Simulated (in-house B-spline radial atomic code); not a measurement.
Ionisation energies along the 53-electron series, configuration 1s2 2s2 2p6 3s2 3p6 3d10 4s2 4p6 4d10 4f5/2(5) 5s2, as differences of self-consistent energies. Dirac energy differences include first-order Breit, QED and recoil terms. NIST's values go from ground level to ground level; the uncertainty of those that are theory runs from under 0.1 % in few-electron ions to several per cent in heavy many-electron ones. Computed with a B-spline radial code for spherical atoms: Dirac-Hartree-Fock, jj configuration that fills j = l - 1/2 first, finite nuclei.

A number in brackets counts the electrons of a j subshell.

```
  ion     configuration after  ionisation energy (eV)  IE/(q+1)² (eV)  -ε less Coulomb ΔSCF (eV)  Breit and QED recoil part (eV)  tabulated value (eV)  computed minus tabulated (eV)
Eu10+  [Kr] 4d10 4f5/2(4) 5s2                  171.73          1.4193                     2.6134                        0.082217                   183                         -11.27
Gd11+  [Kr] 4d10 4f5/2(4) 5s2                  202.91          1.4091                     2.6574                        0.085653                   213                         -10.09
Tb12+  [Kr] 4d10 4f5/2(4) 5s2                  236.09           1.397                     2.6984                        0.087593                   250                         -13.91
```
